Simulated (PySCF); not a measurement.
PySCF input (B3PW91/6-31G* (5d)):

```python
from pyscf import gto, dft

mol = gto.M(
    atom='''
    C     1.98566200    0.17647900    0.05181000
    O     0.86744100   -0.54529000   -0.16547200
    B    -0.42754500   -0.08629000   -0.02575100
    C    -1.56009400   -1.12309100   -0.33823400
    C    -0.71193700    1.39541600    0.42228900
    H     1.91889000    1.20760200    0.36350000
    H     2.91665100   -0.34211900   -0.10564400
    H    -1.18210400   -2.10198100   -0.63437800
    H    -2.21269900   -0.74721600   -1.13406800
    H    -2.21141500   -1.25120500    0.53348400
    H    -1.77809100    1.61250500    0.48872100
    H    -0.26805500    2.11479100   -0.27461500
    H    -0.26676600    1.60856200    1.40034600
    ''',
    basis='6-31g*',
    charge=0,
    spin=1,
    verbose=4,
)

mf = dft.UKS(mol, xc='b3pw91')
mf.grids.level = 3
mf.conv_tol = 1e-9
mf.max_cycle = 100
mf.max_memory = 1500
mf.kernel()
if not mf.converged:
    mf = mf.newton()
    mf.kernel(mf.make_rdm1())
mo, _, stable, _ = mf.stability(return_status=True)
if not stable:
    mf.kernel(mf.make_rdm1(mo, mf.mo_occ))
    stable = mf.stability(return_status=True)[2]
mf.dip_moment()
```

From the output:

```
XC library pyscf.dft.libxc version 7.1.2
    S. Lehtola, C. Steigemann, M. J. T. Oliveira, and M. A. L. Marques,  SoftwareX 7, 1–5 (2018)
XC functionals = b3pw91
    A. D. Becke,  J. Chem. Phys. 98, 5648 (1993)
radial grids:
    Treutler-Ahlrichs [JCP 102, 346 (1995); DOI:10.1063/1.469408] (M4) radial grids

becke partition: Becke, JCP 88, 2547 (1988); DOI:10.1063/1.454033
pruning grids: <function nwchem_prune>
grids dens level: 3
symmetrized grids: False
atomic radii adjust function: <function treutler_atomic_radii_adjust>
small_rho_cutoff = 0
Set gradient conv threshold to 3.16228e-05
tot grids = 148952
init E= -219.388151016894
  alpha nocc = 20  HOMO = -0.166411648913653  LUMO = -0.0601218077657752
  beta  nocc = 19  HOMO = -0.371347326114412  LUMO = -0.166411648913652

WARN: HOMO -0.166411648913653 >= LUMO -0.166411648913652

cycle= 1 E= -219.022993774583  delta_E= 0.365  |g|= 0.452  |ddm|= 2.23
  alpha nocc = 20  HOMO = -0.13241349917149  LUMO = 0.107739654860695
  beta  nocc = 19  HOMO = -0.181723227767828  LUMO = -0.0130802772030081
  HOMO = -0.132413499171  LUMO = -0.013080277203  gap/eV = 3.24722
cycle= 2 E= -218.943461185392  delta_E= 0.0795  |g|= 0.638  |ddm|= 0.888
  alpha nocc = 20  HOMO = -0.177182420563655  LUMO = 0.0445860658882848
  beta  nocc = 19  HOMO = -0.2826353695551  LUMO = -0.0386468699025531
  HOMO = -0.177182420564  LUMO = -0.0386468699026  gap/eV = 3.76974
cycle= 3 E= -219.111848610159  delta_E= -0.168  |g|= 0.107  |ddm|= 0.562
  alpha nocc = 20  HOMO = -0.181931927574856  LUMO = 0.0429466823415106
  beta  nocc = 19  HOMO = -0.291483729453846  LUMO = -0.0412909327180264
  HOMO = -0.181931927575  LUMO = -0.041290932718  gap/eV = 3.82704
cycle= 4 E= -219.116457933753  delta_E= -0.00461  |g|= 0.0174  |ddm|= 0.0838
  alpha nocc = 20  HOMO = -0.185490226257888  LUMO = 0.0442736524617455
  beta  nocc = 19  HOMO = -0.289342732710621  LUMO = -0.0398569703400669
  HOMO = -0.185490226258  LUMO = -0.0398569703401  gap/eV = 3.96288
cycle= 5 E= -219.116645390109  delta_E= -0.000187  |g|= 0.00691  |ddm|= 0.0246
  alpha nocc = 20  HOMO = -0.184006619543763  LUMO = 0.0445816791979223
  beta  nocc = 19  HOMO = -0.289363000662517  LUMO = -0.037744284832729
  HOMO = -0.184006619544  LUMO = -0.0377442848327  gap/eV = 3.98000
cycle= 6 E= -219.116672541104  delta_E= -2.72e-05  |g|= 0.00249  |ddm|= 0.00813
  alpha nocc = 20  HOMO = -0.184710052794491  LUMO = 0.044598362621445
  beta  nocc = 19  HOMO = -0.289266120961716  LUMO = -0.0377558989737654
  HOMO = -0.184710052794  LUMO = -0.0377558989738  gap/eV = 3.99883
cycle= 7 E= -219.116677315155  delta_E= -4.77e-06  |g|= 0.000656  |ddm|= 0.00382
  alpha nocc = 20  HOMO = -0.184815219148407  LUMO = 0.0445227580441494
  beta  nocc = 19  HOMO = -0.289291058382788  LUMO = -0.0376812314577308
  HOMO = -0.184815219148  LUMO = -0.0376812314577  gap/eV = 4.00372
cycle= 8 E= -219.116677717031  delta_E= -4.02e-07  |g|= 0.00018  |ddm|= 0.00128
  alpha nocc = 20  HOMO = -0.184773410677994  LUMO = 0.0445637532105572
  beta  nocc = 19  HOMO = -0.289254738877401  LUMO = -0.0376413431020719
  HOMO = -0.184773410678  LUMO = -0.0376413431021  gap/eV = 4.00367
cycle= 9 E= -219.116677737255  delta_E= -2.02e-08  |g|= 5.87e-05  |ddm|= 0.000278
  alpha nocc = 20  HOMO = -0.184775443912743  LUMO = 0.0445550104533625
  beta  nocc = 19  HOMO = -0.289259897513627  LUMO = -0.037650555031659
  HOMO = -0.184775443913  LUMO = -0.0376505550317  gap/eV = 4.00347
cycle= 10 E= -219.11667773948  delta_E= -2.22e-09  |g|= 2.12e-05  |ddm|= 7.9e-05
  alpha nocc = 20  HOMO = -0.18477616335984  LUMO = 0.0445535316571077
  beta  nocc = 19  HOMO = -0.289261324665225  LUMO = -0.0376523282037642
  HOMO = -0.18477616336  LUMO = -0.0376523282038  gap/eV = 4.00344
cycle= 11 E= -219.116677739696  delta_E= -2.16e-10  |g|= 8.92e-06  |ddm|= 2.46e-05
  alpha nocc = 20  HOMO = -0.184775730754993  LUMO = 0.0445540543693839
  beta  nocc = 19  HOMO = -0.289261427797909  LUMO = -0.037652316589134
  HOMO = -0.184775730755  LUMO = -0.0376523165891  gap/eV = 4.00343
Extra cycle  E= -219.116677739684  delta_E= 1.15e-11  |g|= 1.1e-05  |ddm|= 1.59e-05
converged SCF energy = -219.116677739684  <S^2> = 0.75430067  2S+1 = 2.0042961
uhf_internal: lowest eigs of H = [0.3178293  0.38366681 0.4513414 ]
<class 'pyscf.dft.uks.UKS'> wavefunction is stable in the internal stability analysis
Dipole moment(X, Y, Z, Debye):  0.21400,  0.89946,  0.27163
```

The geometry given is a B3LYP-D3(BJ)/def2-TZVP minimum.
